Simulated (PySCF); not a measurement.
Electronic structure of Rb³⁺ (rubidium, charge +3) at the UHF level

Configuration: [Ar] 3d10 4s2 4p4, high-spin 3P determinant. Calculation: PySCF 2.14, in cc-pVDZ-X2C; scalar relativity by spin-free X2C-1e.

* Total energy: -2976.535956 hartree
* One-electron energy: -4077.4876 hartree
* Hartree (Coulomb) energy: 1199.4810 hartree
* Exchange energy: -98.5293 hartree
* ⟨S²⟩: 2.0007
* ⟨L²⟩: 2.002
* Sum of ⟨r⟩: 20.41 bohr
* Sum of ⟨r²⟩: 24.27 bohr²
* Traceless quadrupole moment −½Σ⟨3z² − r²⟩ along its main axis: -1.35 e·bohr²
* Langevin diamagnetic susceptibility: -19.2 ×10⁻⁶ cm³/mol
* Time after the integrals: 0.13 s of wall time on 1 thread of AMD EPYC 7R43 64-Core Processor (shared host)

```
shell  electrons  mean orbital energy (eV)  spread (eV)  rms radius, mean of both spins (bohr)
 1s α          1                  -15332.2            0                                 0.0464
 1s β          1                  -15331.9            0                                 0.0464
 2s α          1                   -2151.9            0                                  0.192
 2s β          1                   -2151.6            0                                  0.192
 2p α          3                   -1907.6        0.304                                  0.171
 2p β          3                   -1907.2        0.138                                  0.171
 3s α          1                   -383.43            0                                  0.543
 3s β          1                   -382.79            0                                  0.543
 3p α          3                   -302.40        0.904                                  0.557
 3p β          3                   -301.56        0.011                                  0.557
 3d α          5                   -167.98        0.878                                  0.577
 3d β          5                   -167.48        0.508                                  0.577
 4s α          1                   -78.432            0                                   1.55
 4s β          1                   -71.483            0                                   1.55
 4p α          3                   -55.780        1.886                                   1.83
 4p β          1                   -52.747            0                                   1.83
```

Densities and radii are taken from the X2C orbitals without a picture-change correction, which distorts them close to the nucleus.
